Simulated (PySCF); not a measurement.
## Size series: oligomers

All values: TDDFT PBE0/6-31G*, gas phase, PySCF SCF with an in-house response code, fitting set def2-universal-JFIT up to Ne and JKFIT beyond, grid level 1 (kernel 0), vertical, one conformer each, geometries GFN2-xTB; core orbitals frozen in the response, virtual orbitals above 1.5 Eh left out. The lowest 6 singlets were sought, and the brightest is taken among them. The runs took 0.9 to 10 CPU minutes each on shared server CPUs.

Some members have dark charge-transfer states, which this functional places too low.

```tsv
repeat units	system	formula	HOMO-LUMO gap / eV	S1 / eV	HOMO / eV	T1 (TDA) / eV	brightest singlet sought / eV
3	c1ccc(CCCc2ccccc2)cc1	C15H16	6.77	5.56	-6.63	4.17	6.19
4	c1ccc(CCCCc2ccccc2)cc1	C16H18	6.90	5.60	-6.67	4.18	6.30
5	c1ccc(CCCCCc2ccccc2)cc1	C17H20	6.87	5.60	-6.61	4.18	6.29
6	c1ccc(CCCCCCc2ccccc2)cc1	C18H22	6.89	5.60	-6.61	4.18	6.30
26	c1ccc(CCCCCCCCCCCCCCCCCCCCCCCCCCc2ccccc2)cc1	C38H62	6.93	5.60	-6.64	4.18	6.33
35	c1ccc(CCCCCCCCCCCCCCCCCCCCCCCCCCCCCCCCCCCc2ccccc2)cc1	C47H80	6.94	5.60	-6.64	4.18	6.33
```
